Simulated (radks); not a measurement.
Question: Gd60+, 4 electrons, occupied as [He] 2s2. Method: scalar-relativistic Kohn-Sham, r2SCAN, spin-polarised, spherical densities, finite nucleus; meta-GGA in the generalised Kohn-Sham scheme; Fermi nuclear charge, rms radius 5.1569 fm; computed with a radial shooting solver on a logarithmic mesh with Libxc functionals. Some entries of the table are withheld. Estimate them.

| orbital | occ. | eigenvalue (eV) | <r^2> (bohr^2) |
|---|---|---|---|
| 1s | 2 | -56814.91 | (1) |
| 2s | 2 | (2) | (3) |
| 2p | 0 | (4) | 0.007264 |
| 3s | 0 | (5) | (6) |

Answer: 
(1) 1s <r^2> (bohr^2): 0.0006481
(2) 2s eigenvalue (eV): -13875.63
(3) 2s <r^2> (bohr^2): 0.009280
(4) 2p eigenvalue (eV): -13117.61
(5) 3s eigenvalue (eV): -5888.438
(6) 3s <r^2> (bohr^2): 0.04782
